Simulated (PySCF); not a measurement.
ClGa (SMILES [Cl][Ga]), singlet, at a GFN2-xTB geometry (such geometries of metal compounds can be far from the true shape), with bond 2-1 at 1.8 times its length; SA2-CASSCF(4,5)/STO-3G (PySCF).

Here is a job for PySCF.
```python
from pyscf import gto, scf, mcscf
import numpy

mol = gto.Mole()
mol.atom = '''
    Ga   -0.000000   -0.000000   -0.768265
    Cl    0.000000    0.000000    3.136327
'''
mol.basis = 'sto-3g'
mol.charge = 0
mol.spin = 0
mol.verbose = 4
mol.build()

mf = scf.RHF(mol)
mf.kernel()
mc = mcscf.CASSCF(mf, 5, 4)
mc.fix_spin_(ss=0.0)
mc = mc.state_average_([0.5, 0.5])
mc.kernel()
```

**Question.** Write the output that PySCF gives for this input, abridged.

**Answer.** 
```
PySCF version 2.14.0

[INPUT] verbose = 4
[INPUT] num. atoms = 2
[INPUT] num. electrons = 48
[INPUT] charge = 0
[INPUT] spin (= nelec alpha-beta = 2S) = 0
[INPUT] symmetry False subgroup None
[INPUT] Mole.unit = angstrom
[INPUT] Symbol           X                Y                Z      unit          X                Y                Z       unit  Magmom
[INPUT]  1 Ga     0.000000000000   0.000000000000  -0.768265000000 AA    0.000000000000   0.000000000000  -1.451810441089 Bohr   0.0
[INPUT]  2 Cl     0.000000000000   0.000000000000   3.136327000000 AA    0.000000000000   0.000000000000   5.926799067079 Bohr   0.0

nuclear repulsion = 71.4226710895377
number of shells = 13
number of NR pGTOs = 81
number of NR cGTOs = 27
basis = sto-3g
ecp = {}

******** <class 'pyscf.scf.hf.RHF'> ********
method = RHF
initial guess = minao
damping factor = 0
level_shift factor = 0
DIIS = <class 'pyscf.scf.diis.CDIIS'>
diis_start_cycle = 1
diis_space = 8
diis_damp = 0
SCF conv_tol = 1e-09
SCF conv_tol_grad = None
SCF max_cycles = 50
direct_scf = True
direct_scf_tol = 1e-13
Set gradient conv threshold to 3.16228e-05
Initial guess from minao.
init E= -2352.21483698744
  HOMO = -0.563373913444425  LUMO = -0.224530006512268  gap/eV = 9.22041
cycle= 1 E= -2355.23236690029  delta_E= -3.02  |g|= 0.25  |ddm|= 1.01
  HOMO = -0.076019269850729  LUMO = 0.0270234230725285  gap/eV = 2.80393
cycle= 2 E= -2355.25901561822  delta_E= -0.0266  |g|= 0.0385  |ddm|= 0.604
  HOMO = -0.12445269931647  LUMO = 0.04984873238821  gap/eV = 4.74298
cycle= 3 E= -2355.26225424293  delta_E= -0.00324  |g|= 0.00684  |ddm|= 0.284
  HOMO = -0.141700751153268  LUMO = 0.0671450563355717  gap/eV = 5.68298
cycle= 4 E= -2355.26237415444  delta_E= -0.00012  |g|= 0.00362  |ddm|= 0.0407
  HOMO = -0.141263260087912  LUMO = 0.0676575182147633  gap/eV = 5.68502
cycle= 5 E= -2355.2624365296  delta_E= -6.24e-05  |g|= 0.00245  |ddm|= 0.0372
  HOMO = -0.141529535500814  LUMO = 0.068001362654621  gap/eV = 5.70163
cycle= 6 E= -2355.26246219106  delta_E= -2.57e-05  |g|= 0.00276  |ddm|= 0.0169
  HOMO = -0.141813575921935  LUMO = 0.0684141848587545  gap/eV = 5.72059
cycle= 7 E= -2355.26241035193  delta_E= 5.18e-05  |g|= 0.000946  |ddm|= 0.0474
  HOMO = -0.141536848290446  LUMO = 0.068166684928127  gap/eV = 5.70632
cycle= 8 E= -2355.26241009569  delta_E= 2.56e-07  |g|= 0.000929  |ddm|= 0.00945
  HOMO = -0.141375674115884  LUMO = 0.0680964735758192  gap/eV = 5.70003
cycle= 9 E= -2355.26240532209  delta_E= 4.77e-06  |g|= 0.000489  |ddm|= 0.0109
  HOMO = -0.14162303818882  LUMO = 0.0682157309795097  gap/eV = 5.71000
cycle= 10 E= -2355.26240451376  delta_E= 8.08e-07  |g|= 0.000117  |ddm|= 0.00828
  HOMO = -0.141559506145744  LUMO = 0.0681582382690516  gap/eV = 5.70671
cycle= 11 E= -2355.26240453608  delta_E= -2.23e-08  |g|= 5.88e-06  |ddm|= 0.00126
  HOMO = -0.141557957964785  LUMO = 0.0681599341371384  gap/eV = 5.70671
cycle= 12 E= -2355.26240453608  delta_E= -8.19e-12  |g|= 2.17e-06  |ddm|= 2.83e-05
  HOMO = -0.14155797033164  LUMO = 0.0681587629880356  gap/eV = 5.70668
Extra cycle  E= -2355.26240453609  delta_E= -1.36e-12  |g|= 2.54e-07  |ddm|= 4.37e-06
converged SCF energy = -2355.26240453609

******** <class 'pyscf.mcscf.addons.StateAverageCASSCF'> ********
CAS (2e+2e, 5o), ncore = 22, nvir = 0
max_cycle_macro = 50
max_cycle_micro = 4
conv_tol = 1e-07
conv_tol_grad = None
orbital rotation max_stepsize = 0.02
orbital rotation threshold for CI restart = 0.01
augmented hessian ah_max_cycle = 30
augmented hessian ah_conv_tol = 1e-12
augmented hessian ah_linear dependence = 1e-14
augmented hessian ah_level shift = 1e-08
augmented hessian ah_start_tol = 2.5
augmented hessian ah_start_cycle = 3
augmented hessian ah_grad_trust_region = 3
kf_trust_region = 3
kf_interval = 4
ci_response_space = 4
ci_grad_trust_region = 3
with_dep4 0
natorb = False
canonicalization = True
sorting_mo_energy = False
ao2mo_level = 2
internal_rotation = False
******** <class 'pyscf.mcscf.addons.StateAverageSpinPenaltyFCISolver'> ********
max. cycles = 50
conv_tol = 1e-08
davidson only = True
linear dependence = 1e-12
level shift = 0.001
max iter space = 12
nroots = 2
pspace_size = 400
spin = None
State-average over 2 states with weights [0.5, 0.5]
CASCI E = -2355.27753572212  S^2 = 0.0000000
Set conv_tol_grad to 0.000316228
macro iter   1 ( 16 JK    4 micro), CASSCF E = -2355.27978657852  dE = -2.25085640e-03  S^2 = 0.0000000
               |grad[o]|=0.0444  |ddm|=0.0841  |maxRot[o]|= 0.05
macro iter   2 ( 11 JK    3 micro), CASSCF E = -2355.27978437831  dE =  2.20020866e-06  S^2 = 0.0000000
               |grad[o]|=0.000558  |ddm|=0.000246  |maxRot[o]|=0.0237
macro iter   3 (  4 JK    1 micro), CASSCF E = -2355.27978436425  dE =  1.40626071e-08  S^2 = 0.0000000
               |grad[o]|=6.45e-05  |ddm|=0.0001  |maxRot[o]|=0.00328
1-step CASSCF converged in   3 macro ( 31 JK   8 micro) steps
CASSCF canonicalization
Density matrix diagonal elements [1.50246427 1.70978966 0.11412011 0.38341515 0.29021081]
CASSCF energy = -2355.27978436425
CASCI E = -2355.27978436425  E(CI) = -3.43927179277307  S^2 = 0.0000000
CASCI state-averaged energy = -2355.27978436425
CASCI energy for each state
  State 0 weight 0.5  E = -2355.28855294386 S^2 = 0.0000000
  State 1 weight 0.5  E = -2355.27101578464 S^2 = 0.0000000
```
